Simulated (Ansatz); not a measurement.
Z-matrix (Å, degrees):
```
C
C 1 1.338
H 1 1.086 2 122.6
H 1 1.086 2 120.9 3 -180.0
B 2 1.528 1 119.8 3 -180.0
H 2 1.088 1 118.8 3 -0.0
Br 5 1.910 2 120.8 1 180.0
H 5 1.192 2 122.5 1 -0.0
```

Total charge 0; spin multiplicity 1.

Problem. List the r2SCAN/def2-TZVPP orbital energies in eV (Ansatz). (Estimate.)

Solution. Computed: Occupied: -13121.92, -1695.14, -1525.89, -1525.86, -1525.83, -273.97, -273.19, -234.80, -181.48, -175.00, -174.88, -174.79, -68.85, -68.83, -68.76, -68.67, -68.67, -20.65, -20.15, -15.49, -13.09, -11.72, -10.72, -9.06, -8.87, -8.41, -7.50, -7.04. Lowest empty: -2.93, 0.17, 1.21, 1.85, 2.06, 2.45, 3.26, 3.82.
